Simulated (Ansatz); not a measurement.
Basis sets compared for Hg5⁺. Charge 1, multiplicity 2. Geometry PBE0/def2-SVP. Ansatz on 4 threads of Arm Neoverse V2 on a shared host; times are rough, and most runs start from earlier orbitals.

```xyz
5

Hg   -0.633    1.337    1.355
Hg    1.694    1.644   -0.836
Hg   -2.293   -0.070   -1.017
Hg    0.618   -1.595    1.831
Hg    0.614   -1.316   -1.333
```

In the def2 sets Hg takes a core potential; there is no spin–orbit coupling. Another isomer (doublet) lies 0.27 eV lower at PBE0/def2-TZVP; other spin states weren't run for this one.

```csv
level,functions,energy (Eh),HOMO (eV),LUMO (eV),wall time
PBE/def2-SVP,160,-767.4852,-9.58,-9.38,4.3 s
PBE0/def2-SVP,160,-767.2779,-10.11,-8.73,7 s
```

(1) Estimate the rows for PBE/def2-TZVP (with forces), PBE0/def2-TZVP.

Results:

(1) 
```tsv
level	functions	energy (Eh)	HOMO (eV)	LUMO (eV)	wall time
PBE/def2-TZVP (with forces)	215	-767.5169	-9.56	-9.35	8 s
PBE0/def2-TZVP	215	-767.3086	-10.09	-8.69	12 s
```
